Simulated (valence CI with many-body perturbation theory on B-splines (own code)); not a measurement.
**Cu²²⁺: calculated level list**

Calculated by relativistic CI+MBPT: five valence electrons over a frozen Dirac-Fock core [He], a basis of 11 s, 11 p, 10 d, 8 f, 5 g, 2 h functions for each j, with the one-electron correlation potential Σ1 (screened to all orders), the two-electron term Σ2, the three-electron term Σ3, Breit, model QED; selected single and double excitations, second order for the rest, scaled by the run's own slope (own B-spline code, finite nucleus).

No measured spectrum was set against this ion. As an estimate, levels of excited configurations hold to 0.05 to 0.15 % of their energy, terms of the ground configuration to about 0.5 %. Among the levels kept, up to 5500 cm⁻¹ of a level comes from second order outside the variational space, and about a tenth of that is noise between levels of different J, which matters for small intervals.

Levels 1 to 45 of 206, with energies above the lowest level, 2s²2p³ ⁴S°_3/2. "Leading %" is the weight of the configuration and term that name the level; weights of strongly mixed levels are sums over their largest components and can fall short, so below about 35 % the name and the second component can differ from the true leading terms, or belong to a minority configuration. In the jj column 3d3/2^4 stands for four electrons in 3d with j = 3/2. Lifetimes count E1, E2, E3, M1 and M2 decay at the calculated energies, and are blank where another channel may lead or the interval is too uncertain; long ones can be off by a factor of two.

```csv
No.,Configuration,Term,J,E (eV),Leading %,Second component,Leading jj,Lifetime
1,2s²2p³,⁴S°,3/2,0.0,76,18 % 2s²2p³ ²P°,2s^2 2p1/2^2 2p3/2 (70 %),
2,2s²2p³,²D°,3/2,21.2,67,18 % 2s²2p³ ⁴S°,2s^2 2p1/2 2p3/2^2 (74 %),15.9 μs
3,2s²2p³,²D°,5/2,28.6,100,,2s^2 2p1/2 2p3/2^2 (100 %),107 μs
4,2s²2p³,²P°,1/2,40.7,99,,2s^2 2p1/2 2p3/2^2 (99 %),7.99 μs
5,2s²2p³,²P°,3/2,55.5,66,27 % 2s²2p³ ²D°,2s^2 2p3/2^3 (93 %),3.36 μs
6,2s2p⁴,⁴P,5/2,111.7,95,5 % 2s2p⁴ ²D,2s 2p1/2^2 2p3/2^2 (86 %),61.6 ps
7,2s2p⁴,⁴P,3/2,125.4,95,,2s 2p1/2 2p3/2^3 (73 %),39.2 ps
8,2s2p⁴,⁴P,1/2,128.6,90,10 % 2s2p⁴ ²S,2s 2p1/2^2 2p3/2^2 (50 %),34.6 ps
9,2s2p⁴,²D,3/2,155.0,87,9 % 2s2p⁴ ²P,2s 2p1/2 2p3/2^3 (52 %),16.3 ps
10,2s2p⁴,²D,5/2,159.3,95,5 % 2s2p⁴ ⁴P,2s 2p1/2 2p3/2^3 (86 %),22.1 ps
11,2s2p⁴,²S,1/2,177.1,62,31 % 2s2p⁴ ²P,2s 2p1/2^2 2p3/2^2 (49 %),9.26 ps
12,2s2p⁴,²P,3/2,184.3,89,10 % 2s2p⁴ ²D,2s 2p1/2 2p3/2^3 (75 %),6.24 ps
13,2s2p⁴,²P,1/2,204.3,69,28 % 2s2p⁴ ²S,2s 2p3/2^4 (66 %),6.78 ps
14,2p⁵,²P°,3/2,287.4,98,,2p1/2^2 2p3/2^3 (98 %),7.98 ps
15,2p⁵,²P°,1/2,309.3,98,,2p1/2 2p3/2^4 (98 %),7.05 ps
16,2s²2p²3s,⁴P,1/2,1147.1,69,17 % 2s²2p²3s ²P,2s^2 2p1/2^2 3s (90 %),366 fs
17,2s²2p²3s,⁴P,3/2,1162.2,91,6 % 2s²2p²3s ²P,2s^2 2p1/2 2p3/2 3s (97 %),454 fs
18,2s²2p²3s,²P,1/2,1166.2,76,21 % 2s²2p²3s ⁴P,2s^2 2p1/2 2p3/2 3s (96 %),192 fs
19,2s²2p²3s,⁴P,5/2,1169.2,68,30 % 2s²2p²3s ²D,2s^2 2p1/2 2p3/2 3s (85 %),398 fs
20,2s²2p²3s,²P,3/2,1173.0,56,40 % 2s²2p²3s ²D,2s^2 2p1/2 2p3/2 3s (93 %),198 fs
21,2s²2p²3p,⁴D°,1/2,1175.9,50,24 % 2s²2p²3p ²P°,2s^2 2p1/2^2 3p1/2 (90 %),30.3 ps
22,2s²2p²3p,⁴D°,3/2,1184.6,48,25 % 2s²2p²3p ⁴P°,2s^2 2p1/2^2 3p3/2 (79 %),18.2 ps
23,2s²2p²3p,²S°,1/2,1190.7,38,33 % 2s²2p²3p ⁴D°,2s^2 2p1/2 2p3/2 3p1/2 (92 %),33.3 ps
24,2s²2p²3s,²D,5/2,1192.7,68,30 % 2s²2p²3s ⁴P,2s^2 2p3/2^2 3s (85 %),299 fs
25,2s²2p²3p,⁴D°,3/2,1194.5,40,29 % 2s²2p²3p ²D°,2s^2 2p1/2 2p3/2 3p1/2 (87 %),21.6 ps
26,2s²2p²3s,²D,3/2,1194.8,57,36 % 2s²2p²3s ²P,2s^2 2p3/2^2 3s (91 %),220 fs
27,2s²2p²3p,⁴D°,5/2,1197.8,84,6 % 2s²2p²3p ²F°,2s^2 2p1/2 2p3/2 3p3/2 (68 %),50.5 ps
28,2s²2p²3p,²D°,5/2,1199.6,43,43 % 2s²2p²3p ⁴P°,2s^2 2p1/2 2p3/2 3p1/2 (58 %),16.5 ps
29,2s²2p²3p,⁴P°,1/2,1199.9,57,22 % 2s²2p²3p ²S°,2s^2 2p1/2 2p3/2 3p3/2 (87 %),15.8 ps
30,2s²2p²3p,²D°,3/2,1202.5,55,25 % 2s²2p²3p ⁴P°,2s^2 2p1/2 2p3/2 3p3/2 (93 %),9.28 ps
31,2s²2p²3p,⁴D°,7/2,1205.0,71,28 % 2s²2p²3p ²F°,2s^2 2p1/2 2p3/2 3p3/2 (84 %),49.9 ps
32,2s²2p²3p,⁴S°,3/2,1207.4,53,26 % 2s²2p²3p ²P°,2s^2 2p1/2 2p3/2 3p1/2 (42 %),2.08 ps
33,2s²2p²3p,²P°,3/2,1210.8,62,16 % 2s²2p²3p ²D°,2s^2 2p1/2 2p3/2 3p3/2 (46 %),9.42 ps
34,2s²2p²3s,²S,1/2,1211.9,83,8 % 2s²2p²3s ⁴P,2s^2 2p3/2^2 3s (90 %),276 fs
35,2s²2p²3p,²F°,5/2,1212.7,35,27 % 2s²2p²3p ⁴P°,2s^2 2p1/2 2p3/2 3p3/2 (65 %),12.5 ps
36,2s²2p²3p,²P°,1/2,1217.1,71,17 % 2s²2p²3p ²S°,2s^2 2p1/2 2p3/2 3p3/2 (58 %),8.36 ps
37,2s²2p²3d,⁴F,3/2,1217.6,53,13 % 2s²2p²3d ⁴D,2s^2 2p1/2^2 3d3/2 (89 %),303 fs
38,2s²2p²3d,⁴F,5/2,1221.9,37,27 % 2s²2p²3d ⁴D,2s^2 2p1/2^2 3d5/2 (81 %),110 fs
39,2s2p³3s,⁶S°,5/2,1225.8,80,6 % 2s²2p²3p ²D°,2s 2p1/2 2p3/2^2 3s (41 %),7.09 ps
40,2s²2p²3p,²D°,5/2,1227.4,41,26 % 2s²2p²3p ²F°,2s^2 2p3/2^2 3p3/2 (73 %),28.7 ps
41,2s²2p²3p,²D°,3/2,1227.7,45,26 % 2s²2p²3p ²P°,2s^2 2p3/2^2 3p1/2 (69 %),3.21 ps
42,2s²2p²3p,²F°,7/2,1229.1,71,27 % 2s²2p²3p ⁴D°,2s^2 2p3/2^2 3p3/2 (83 %),22.7 ps
43,2s²2p²3p,²D°,5/2,1230.8,73,14 % 2s²2p²3p ²F°,2s^2 2p3/2^2 3p1/2 (74 %),11.9 ps
44,2s²2p²3p,²P°,1/2,1231.5,87,7 % 2s²2p²3p ²S°,2s^2 2p3/2^2 3p3/2 (56 %),4.46 ps
45,2s²2p²3d,²P,3/2,1233.5,42,34 % 2s²2p²3d ⁴F,2s^2 2p1/2 2p3/2 3d3/2 (92 %),142 fs
```

Names give the largest LS component (configuration and term), which can be under half, so a name can repeat, a term be missing and a line seem to break the LS rules; names also repeat where a configuration has a term twice.

The ionisation energy to 2s²2p² ³P0 of the next ion comes out as 2042.8 eV (NIST: 2044 ± 6 eV (semi-empirical)). All 206 levels together are meant to be complete up to 1400.7 eV.
